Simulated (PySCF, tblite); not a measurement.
C4HF5.
Geometry (GFN2-xTB, Å), atoms numbered from 1 in this order:
```
atom  x, y, z in Å
F1     2.016   -0.735   -0.825
C2     1.473    0.008    0.145
F3     1.959   -0.444    1.307
F4     1.925    1.256   -0.013
C5    -0.009   -0.049    0.119
C6    -1.129   -0.358    0.745
C7    -1.263    0.194   -0.615
F8    -1.723    1.438   -0.838
F9    -1.631   -0.567   -1.661
H10   -1.611   -0.737    1.614
```

Computed with B3LYP/def2-SVPD in PySCF (dipole) on a GFN2-xTB geometry, gas phase.

Take the most abundant isotopes and a rigid rotor. 

Task: What are A, B and C (cm⁻¹)?

Result: Ia = 170.71, Ib = 501.70, Ic = 508.38 u·Å²; 505379 MHz·u·Å²/I gives 2960, 1007 and 994.1 MHz, that is A = 0.09875, B = 0.03360, C = 0.03316 cm⁻¹.

Task: Classify the top.

Result: A near-prolate asymmetric top. Ray's parameter κ = (2B − A − C)/(A − C) = -0.987; −1 is the prolate and +1 the oblate limit.

Task: What does the inertial defect say?

Result: Not planar: Δ = Ic − Ia − Ib = -164.03 u·Å². For a rigid frame Δ = −2 Σ m c², so Σ m c² = 82.01 u·Å² lies off the ab plane: 6.41 from hydrogen and 75.60 from heavier atoms. The atom farthest from that plane is 2.52 Å away.

Task: Give the other two planar moments, Paa and Pbb, and the rms extents of the mass along the axes.

Result: Paa = Σ m a² = (Ib + Ic − Ia)/2 = 419.68 and Pbb = Σ m b² = (Ia + Ic − Ib)/2 = 88.70 u·Å². With the mass M = 144.00 u, the rms extents √(P/M) along a, b and c are 1.71, 0.78, 0.75 Å.

Task: List the rotational levels J(Ka,Kc) to J = 3 (MHz).

Result: Above 0(0,0):
J = 1: 1(0,1) 2001, 1(1,1) 3955, 1(1,0) 3968
J = 2: 2(0,2) 6004, 2(1,2) 7944, 2(1,1) 7984, 2(2,1) 13843, 2(2,0) 13843
J = 3: 3(0,3) 12008, 3(1,3) 13929, 3(1,2) 14008, 3(2,2) 19847, 3(2,1) 19848, 3(3,1) 29646, 3(3,0) 29646
Those of J = 1 are B + C, A + C and A + B.

Task: Which lines would a microwave search look for?

Result: The dipole components are |μa| = 0.12 D, |μb| = 0.00 D, |μc| = 2.53 D; the mirror of this Cs structure is the ac plane, so μb vanishes by symmetry and there are no b-type lines. The squared components, which scale the intensities, stand as 0.00 : 1.00 (a : c). Some lines, for components of 0.1 D or more:

```tsv
type	branch	J(Ka,Kc)	MHz	lower level (cm⁻¹)
c	Q	2(1,2) ← 2(0,2)	1940	0.200
c	Q	1(1,1) ← 1(0,1)	1953	0.067
a	R	1(0,1) ← 0(0,0)	2001	0.000
a	R	2(1,2) ← 1(1,1)	3990	0.132
c	Q	3(2,2) ← 3(1,2)	5839	0.467
a	R	3(1,3) ← 2(1,2)	5984	0.265
a	R	3(0,3) ← 2(0,2)	6004	0.200
a	R	3(2,1) ← 2(2,0)	6005	0.462
c	R	3(1,2) ← 2(0,2)	8004	0.200
a	R	4(2,3) ← 3(2,2)	8006	0.662
a	R	4(3,2) ← 3(3,1)	8006	0.989
a	R	4(1,3) ← 3(1,2)	8032	0.467
c	R	2(2,0) ← 1(1,0)	9875	0.132
c	R	2(2,1) ← 1(1,1)	9889	0.132
c	R	3(2,2) ← 2(1,2)	11903	0.265
c	Q	4(4,1) ← 4(3,1)	13718	1.256
c	R	4(4,0) ← 3(3,0)	21724	0.989
```

Task: Estimate the classical rotational partition function at 100 K, 298.15 K and 500 K.

Result: Point group Cs, symmetry number σ = 1; q = (√π/σ)·√((kT/h)³/(ABC)), k/h = 20836.6 MHz/K: 97900 at 100 K, 504000 at 298.15 K, 1090000 at 500 K.

Its lowest GFN2-xTB frequency is 11 cm⁻¹, too small to tell a flat minimum from a shallow saddle. These are rigid-rotor constants of the computed structure; measured ground-state constants (B0) also hold zero-point vibration.
